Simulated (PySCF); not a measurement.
SMILES Oc1ccccc1[SiH3] (C₆H₈OSi), singlet, GFN2-xTB optimised geometry.

```
16

O     -1.56    -1.69     0.00
C     -0.95    -0.47     0.00
C     -1.67     0.72     0.00
C     -1.00     1.93     0.00
C      0.39     1.95     0.00
C      1.10     0.76     0.00
C      0.45    -0.47     0.00
Si     1.31    -2.14     0.00
H     -2.51    -1.58     0.00
H     -2.75     0.69     0.00
H     -1.56     2.85     0.00
H      0.91     2.89     0.00
H      2.18     0.78     0.00
H      2.75    -1.89     0.01
H      0.94    -2.88    -1.21
H      0.92    -2.89     1.20
```

Density from CAM-B3LYP/def2-TZVP (PySCF) at that geometry.

Minimum of the electron density along straight lines between bonded atoms, close to the bond critical point (lines longer than 1.1 times the sum of covalent radii, or with two minima, are not listed):

```csv
bond,length / Å,ρ at the minimum / e bohr⁻³,∇²ρ there / e bohr⁻⁵,position (fraction from the first atom)
O1–C2,1.363,0.292,-0.61,0.66
C2–C3,1.386,0.325,-0.98,0.52
C3–C4,1.385,0.323,-0.97,0.50
C4–C5,1.384,0.325,-0.98,0.51
C5–C6,1.385,0.324,-0.98,0.50
C2–C7,1.395,0.320,-0.95,0.53
C6–C7,1.386,0.320,-0.95,0.50
C7–Si8,1.883,0.119,?,0.61
O1–H9,0.965,?,?,0.81
C3–H10,1.083,0.284,-1.01,0.64
C4–H11,1.080,0.289,-1.05,0.65
C5–H12,1.080,0.288,-1.04,0.65
C6–H13,1.081,0.290,-1.05,0.65
Si8–H14,1.467,0.124,0.17,0.49
Si8–H15,1.463,0.126,0.17,0.49
Si8–H16,1.463,0.126,0.17,0.49
```

Q: Complete the blanks.

A: 
- C7–Si8, ∇²ρ there / e bohr⁻⁵: 0.20
- O1–H9, ρ at the minimum / e bohr⁻³: 0.358
- O1–H9, ∇²ρ there / e bohr⁻⁵: -2.45
